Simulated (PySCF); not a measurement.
# Worked example: dipole moment from atomic charges

C₃H₃N₂, SMILES [c]1cn[nH]c1, multiplicity 2. Atoms are numbered in the order given.

```xyz
8

C     -1.2283     0.1536     0.0000
C     -0.5598    -1.0515     0.0000
N      0.7575    -0.7000     0.0000
N      0.9576     0.6264     0.0000
C     -0.2610     1.1747     0.0000
H     -0.8944    -2.0860     0.0000
H      1.5627    -1.3159     0.0000
H     -0.3794     2.2566     0.0000
```
Charge 0, spin multiplicity 2.

Geometry optimised at B3LYP-D3(BJ)/def2-SVP. The isomer is the one that the SMILES or the coordinates give; other isomers of the formula were not compared.

Charges (e) from PySCF with PBE/def2-TZVP:

```csv
atom,Mulliken,ESP fit
C1,-0.044,-0.131
C2,-0.115,-0.182
N3,-0.040,0.063
N4,-0.180,-0.410
C5,-0.114,0.087
H6,0.137,0.174
H7,0.232,0.268
H8,0.123,0.131
```

The dipole moment of the full density is 2.22 D.

What dipole moment does each set of point charges give, and which comes closer to that of the density?


μ = Σ q r, and 1 e Å = 4.8032 D.
Mulliken: Σ q r = (0.139, -0.418, 0.000) e Å, |μ| = 2.12 D.
ESP fit: Σ q r = (0.109, -0.447, 0.000) e Å, |μ| = 2.21 D.
ESP fit comes closer in size. Point charges leave out the atoms' own dipoles (lone pairs, polarised bonds); fits to the potential absorb them, partitions of the density don't.
